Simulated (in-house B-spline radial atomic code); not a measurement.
Values are calculated unless marked as measured or tabulated.
Two electrons in Ge: a spherical dot of radius 89.4 nm with hard walls with a doubly ionised double donor at its centre

For Ge the NSM archive of the Ioffe Institute lists m_l = 1.6 m0, m_t = 0.08 m0 and ε = 16.2; the model takes one isotropic valley with the conductivity mass 3/(1/m_l + 2/m_t) = 0.117 m0, and so misses anisotropy and the other valleys. All triplets below are those of one valley; with several valleys two electrons can form a triplet in the 1s orbital itself, at an energy set by the valley splitting. Real donors also feel a central-cell potential, which shifts the ground state; some double donors stay shallow and helium-like, others are deep centres that this model can't describe.

Effective-mass model with parabolic bands, a uniform dielectric constant, no image charges, no central-cell or spin-orbit terms. Two-electron levels come from full CI in B-splines with partial waves to l = 5 (up to 0.001 effective hartree above the limit).

Task: What are the effective units, and what is the potential in them?

Result: Ha* = 27211.386 meV × 0.117/16.2² = 12.13 meV and a* = 0.0529177 nm × 16.2/0.117 = 7.327 nm. The radius is R = 12.2 a*, with −2/r added.

In these units the lowest s and p orbitals lie at -2.0000 and -0.5000, and their Coulomb and exchange integrals are J_ss = 1.2500, J_sp = 0.4856 and K_sp = 0.03414. Full CI gives -2.9035 for the ground singlet, -2.1321 for the sp triplet, -2.1222 for the sp singlet and -2.1748 for the lowest triplet of two s orbitals.

Task: What does it cost to add the second electron, to first order and exactly?

Result: To first order E = 2ε_s + J_ss = -2.7500, so the charging energy E(2) − 2E(1) is J_ss = 15.16 meV. CI gives -2.9035 − 2 × (-2.0000) = 1.0965, or 13.3 meV: relaxation and correlation lower it by 1.862 meV, 12.3 % of J_ss. The s² configuration of one-electron orbitals holds 92.5 % of the state, and the mean radius is 6.81 nm.

Task: How far above the singlet do the triplets lie?

Result: To first order the sp triplet lies at ε_s + ε_p + J_sp − K_sp = -2.0485, which is 8.51 meV above 2ε_s + J_ss. CI gives -2.1321 − (-2.9035) = 0.7714, or 9.358 meV, 51 % of the orbital spacing of 18.2 meV. The ss triplet lies 8.84 meV up, so the lower of the two is the ss one, and its gap equals k_BT at 103 K. The sp singlet-triplet splitting is 0.1205 meV, against 2K_sp = 0.8284 meV.
